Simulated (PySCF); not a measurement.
Species: C₇H₉Cl₃O.
Atom-mapped SMILES: `[CH2:1]=[CH:2][CH2:3]/[C:4](=[CH:5]\[C:6]([Cl:7])([Cl:8])[Cl:9])[O:10][CH3:11]` (hydrogens: H12, H13 on C1; H14 on C2; H15, H16 on C3; H17 on C5; H18, H19, H20 on C11)

Computed with PySCF 2.14.0, PBE0-D3(BJ)/def2-SVP geometry optimisation, gas phase.

Question: Give the optimised bond lengths and angles.

Answer: 
```csv
bond,length (Å),order
C1=C2,1.332,double
C2–C3,1.502,single
C3–C4,1.499,single
C4=C5,1.350,double
C5–C6,1.489,single
"C6–Cl7, C6–Cl9",1.801,single
C6–Cl8,1.784,single
C4–O10,1.341,single
O10–C11,1.404,single
C1–H12,1.093,single
C1–H13,1.094,single
C2–H14,1.096,single
C3–H15,1.105,single
C3–H16,1.095,single
C5–H17,1.089,single
"C11–H18, C11–H19, C11–H20",1.101,single
```

Bonds in one row agree within 0.01 Å and their mean is given. Orders are formal, as drawn. A selection of angles:
```csv
angle,degrees
C1–C2–C3,124.4
C2–C3–C4,112.2
C3–C4–C5,126.7
C3–C4–O10,110.2
C5–C4–O10,123.1
C4–C5–C6,126.0
C5–C6–Cl7,112.5
C5–C6–Cl8,108.8
Cl7–C6–Cl8,107.5
C4–O10–C11,119.6
```

Torsions: C1–C2–C3–C4 126° (anticlinal); C2–C3–C4–C5 -115° (anticlinal); C3–C4–C5–C6 0° (synperiplanar); C4–C5–C6–Cl7 -63° (synclinal); C3–C4–O10–C11 -178° (antiperiplanar). The mirror-image conformer, all signs reversed, is as good.

The 5 C–C bonds span 1.332 Å (C1=C2, drawn double) to 1.502 Å (C2–C3, drawn single), a spread of 0.170 Å. O10 (ether oxygen) is bent (angle 119.6°). Of the pairs four or more bonds apart, C11···H17 is among the closest relative to their van der Waals radii: 2.45 Å, 84 % of the sum of Bondi's values. The C–O distances run from 1.341 Å (C4–O10, drawn single) to 1.404 Å (O10–C11, drawn single), a spread of 0.063 Å.

Point group: C1 (no symmetry element, even within 0.4 Å). No frequency check. The numbers are those of one conformer.
